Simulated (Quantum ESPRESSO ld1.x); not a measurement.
Radial electron density D(r) = 4 pi r^2 rho(r) of an atom or ion with 7 electrons. Method: scalar-relativistic Kohn-Sham, exchange-only B88, spin-unpolarised, spherical densities, point nucleus; computed with ld1.x of Quantum ESPRESSO 7.5.

```
   r/bohr * D(r) (the largest magnitude, 5.24, reaches the edge; | marks zero)
  0.01331 |  *
  0.01719 |    *
  0.02203 |       *
  0.02845 |           *
  0.03646 |                 *
   0.0471 |                        *
  0.06036 |                                *
  0.07797 |                                         *
  0.09991 |                                               *
   0.1291 |                                                 *
   0.1654 |                                              *
   0.2119 |                                       *
   0.2738 |                               *
   0.3508 |                               *
   0.4532 |                                       *
   0.5807 |                                                  *
   0.7502 |                                                      *
   0.9613 |                                             *
    1.242 |                           *
    1.591 |           *
    2.056 |   *
    2.634 | *
    3.403 | *
     4.36 | *
    5.588 | *
    7.218 |*
    9.249 *
    11.95 *
    15.31 *
```

What is the nuclear charge?

Answer. Z = 8. The innermost maximum, from 1s, lies near gamma/Z bohr with gamma = sqrt(1 - (Z/c)^2) = 0.998, here 0.125 bohr (found: 0.127), and its height grows with Z. The density is that of the oxygen ion O+ in 1s1 2s2 2p3 3d1; the configuration itself is not fixed sharply by these data. D(r) has 3 maxima, at r = 0.127, 0.715, 4.29 bohr, and minima at 0.319, 2.90 bohr, inside which lie 1.09, 6.13 electrons.
